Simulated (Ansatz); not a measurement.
The inner images of a band of AlCl2H4N (8 atoms, charge 0, multiplicity 1) are given out of order.

Computed with RKS B3LYP-D4/6-31G* (Ansatz).

Initial state:

```xyz
8
Properties=species:S:1:pos:R:3
Al 0.019 -0.052 0.200
H -0.137 0.859 1.478
Cl 1.922 -0.046 -0.796
Cl -1.682 -0.236 -1.099
N 0.056 -1.962 0.949
H -0.660 -2.532 0.495
H 0.964 -2.394 0.770
H -0.114 -1.984 1.956
```

Final state:

```xyz
8
Properties=species:S:1:pos:R:3
Al 0.129 -0.811 -0.507
H -0.262 0.539 2.544
Cl 1.917 0.244 -0.816
Cl -1.685 -0.011 -1.196
N 0.153 -2.366 0.316
H -0.668 -2.930 0.493
H 0.991 -2.815 0.662
H -0.207 -0.197 2.456
```

Task: Put them in order from the first end to the last, with their energies above the first end.
A.
```xyz
8
Properties=species:S:1:pos:R:3
Al 0.041 -0.266 -0.007
H -0.153 0.199 1.571
Cl 1.948 0.249 -0.766
Cl -1.719 0.003 -1.147
N 0.074 -2.030 0.881
H -0.707 -2.685 0.802
H 0.946 -2.554 0.971
H -0.062 -1.263 1.648
```
B.
```xyz
8
Properties=species:S:1:pos:R:3
Al 0.115 -0.785 -0.370
H -0.224 0.524 2.190
Cl 1.899 0.284 -0.654
Cl -1.703 0.045 -1.017
N 0.147 -2.384 0.363
H -0.671 -2.962 0.509
H 0.988 -2.851 0.678
H -0.184 -0.217 2.253
```
C.
```xyz
8
Properties=species:S:1:pos:R:3
Al 0.030 -0.147 0.059
H -0.155 0.409 1.536
Cl 1.949 0.184 -0.807
Cl -1.698 -0.042 -1.180
N 0.067 -2.012 0.892
H -0.710 -2.658 0.746
H 0.942 -2.538 0.915
H -0.058 -1.543 1.792
```
D.
```xyz
8
Properties=species:S:1:pos:R:3
Al 0.058 -0.419 -0.067
H -0.159 0.076 1.646
Cl 1.932 0.278 -0.732
Cl -1.714 0.021 -1.119
N 0.084 -2.074 0.823
H -0.697 -2.724 0.781
H 0.954 -2.586 0.954
H -0.091 -0.919 1.667
```
E.
```xyz
8
Properties=species:S:1:pos:R:3
Al 0.105 -0.724 -0.299
H -0.197 0.339 1.977
Cl 1.900 0.314 -0.638
Cl -1.700 0.081 -1.009
N 0.131 -2.308 0.476
H -0.689 -2.878 0.638
H 0.971 -2.762 0.810
H -0.152 -0.407 1.998
```
F.
```xyz
8
Properties=species:S:1:pos:R:3
Al 0.021 -0.091 0.130
H -0.162 0.637 1.518
Cl 1.934 0.086 -0.814
Cl -1.674 -0.134 -1.175
N 0.062 -1.983 0.925
H -0.702 -2.599 0.641
H 0.943 -2.486 0.811
H -0.055 -1.776 1.917
```
G.
```xyz
8
Properties=species:S:1:pos:R:3
Al 0.084 -0.610 -0.177
H -0.174 0.155 1.781
Cl 1.910 0.313 -0.666
Cl -1.703 0.073 -1.050
N 0.107 -2.192 0.647
H -0.696 -2.802 0.723
H 0.964 -2.667 0.897
H -0.124 -0.617 1.798
```

Result: F (+0.07 eV), C (+0.31 eV), A (+0.93 eV), D (+1.73 eV), G (+1.24 eV), E (+0.96 eV), B (+0.90 eV).

Run time: 3 min on 1 thread of AMD EPYC 9R45 96-Core Processor (Zen 5), on a shared host, peak memory 0.2 GiB.
